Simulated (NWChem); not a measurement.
Species: BGeH₄OCl; SMILES O[B](Cl)[GeH3]

```xyz
8

B      0.4902     0.6449     0.0045
Cl    -0.7038     1.9759     0.0513
Ge    -0.1684    -1.3227     0.0012
H     -1.0170    -1.6072     1.2691
H     -1.0863    -1.5801    -1.2234
H      1.0000    -2.3410    -0.0423
O      1.8110     0.9305    -0.0284
H      1.9860     1.8940    -0.0227
```
Atoms are numbered in this order, from 1.

Level: PBE-D3(BJ)/def2-SVP (NWChem), optimised geometry, unscaled harmonic frequencies. 

```csv
frequency (cm⁻¹),IR intensity (km/mol)
53,0.1
144,0.7
264,11.5
302,0.2
440,25.7
495,16.5
549,26.5
637,115.9
769,235.6
798,1.6
857,21.9
858,22.2
1073,227.1
1337,170.5
2076,53.3
2082,102.7
2091,124.5
3657,39.5
```

The zero-point energy is 26.4 kcal/mol, the thermal correction to the enthalpy at 298.15 K (with zero-point energy) is 31.0 kcal/mol and the heat capacity Cv is 20.9 cal/(mol K). The entropy at 298.15 K and 1 atm (symmetry number 1) comes out as 82.1 cal/(mol K) and the dipole moment is 1.80 D.

Rigid rotor and harmonic oscillator; modes under 100 cm⁻¹ make the entropy uncertain.
